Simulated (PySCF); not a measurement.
# State search for BaH

Unrestricted PBE0; Ba x2c-TZVPall, H x2c-TZVPall; spin-free X2C with a Gaussian nucleus (PySCF 2.14). Outer shells of the fragments: Ba 6s2; H 1s1.

Followed along the bond (rough minima from three points):

```
2Ms+1   unpaired  ⟨S²⟩ at the start  R at minimum (Å)  Te (eV)
    2        σ ↑               0.75              2.21     0.00
    2        δ ↑               0.75              2.27     1.00
    2        π ↑               0.75              2.25     1.02
    4  σ ↑↑, π ↑               3.75  none in the scan   ≤ 3.20
```

Solutions found at the starting distance of 2.105 Å, counted from the lowest of them; the search is not exhaustive and high or unbound solutions are not listed, so other states can lie among these:

| 2Ms+1 | unpaired | term | E (eV) | ⟨S²⟩ | ⟨Lz²⟩ | μ (D) |
| --- | --- | --- | --- | --- | --- | --- |
| 2 | σ ↑ | ²Σ⁺ | 0.00 | 0.75 | 0.00 | -3.07 |
| 2 | δ ↑ | ²Δ | 1.04 | 0.75 | 4.00 | -5.57 |
| 2 | π ↑ | ²Π | 1.05 | 0.75 | 1.00 | -1.91 |
| 4 | σ ↑↑, π ↑ | ⁴Π | 3.49 | 3.75 | 1.01 | 0.08 |
| 4 | σ ↑↑, δ ↑ | ⁴Δ | 3.71 | 3.75 | 4.00 | 0.93 |
| 4 | σ ↑↑↑ | ⁴Σ⁺ | 4.09 | 3.75 | 0.00 | 5.03 |

A term symbol is given only where ⟨S²⟩ and ⟨Lz²⟩ are close to those of a pure state; real π, δ and φ orbitals otherwise mix terms. A positive dipole means Ba(−)H(+).

Spin–orbit coupling is left out. Counting both spins, an empty level lies below a filled one in some of these solutions, because spin and occupation are held.
